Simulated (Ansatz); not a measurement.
Input file for Ansatz (a first-principles code): U-wB97X-V/cc-pV(T+d)Z on H2S2 (SMILES SS), a point of a bond scan (R = 3.626 Å). Files ending in .json are basis or fitting sets from the Basis Set Exchange.

Ansatz 0.2 input:
```yaml
crystal:
  periodic: [false, false, false]
  atoms:
    - {symbol: S, position_ang: [-0.91220280, 0.05376255, 0.49115994]}
    - {symbol: S, position_ang: [2.28044048, 0.05897060, -1.22743739]}
    - {symbol: H, position_ang: [-1.53586809, -0.88394706, -0.24893520]}
    - {symbol: H, position_ang: [2.90475185, -0.88183891, -0.49183472]}
basis:
  gaussian:
    orbitals: cc-pV_T+d_Z.json
hamiltonian:
  xc: {name: wB97X-V}
magnetization: {spin_polarized: true, initial_magnetization: 0}
```

Output:

```
WARN ansatz: RAYON_NUM_THREADS=1 ignored (pool sized by the plan → 1); use --threads N
Functional definition: wB97X-V
integrals: 0.04 GiB planned
722 factors; their error is unknown
integrals: 0.07 GiB planned
131 factors; integrals over basis functions are off by at most 2.0e-5 eV
mean field: 0.50 GiB planned
mean field evaluation 1: about -21696.4537 eV, gradient 6.5e0 eV
mean field evaluation 2: about -21696.7529 eV, gradient 2.9e0 eV
mean field evaluation 4: about -21696.7977 eV, gradient 1.4e-1 eV
mean field evaluation 8: about -21696.8047 eV, gradient 2.4e-2 eV
mean field evaluation 16: about -21696.8048 eV, gradient 4.6e-4 eV
mean field evaluation 32: about -21698.2986 eV, gradient 9.8e-4 eV
mean field evaluation 64: about -21696.8047 eV, gradient 1.1e-1 eV
mean field -21698.29856456 eV, -797.3977646126 hartree, gradient 8.5e-6 eV, S^2 0.959016; 8 other end points of the search recorded, 0 dependent functions left out
reference -21698.29856330 eV, -797.3977645663 hartree; 17, 17 occupied and 89, 89 virtual orbitals, 722 factors
Total energy: -21698.29856330 eV, -797.3977645663 hartree
```

The calculation finished and met its thresholds. Its determinant has ⟨S²⟩ = 0.96, a mixture of spin states.

Cost: very roughly 30 core-seconds.
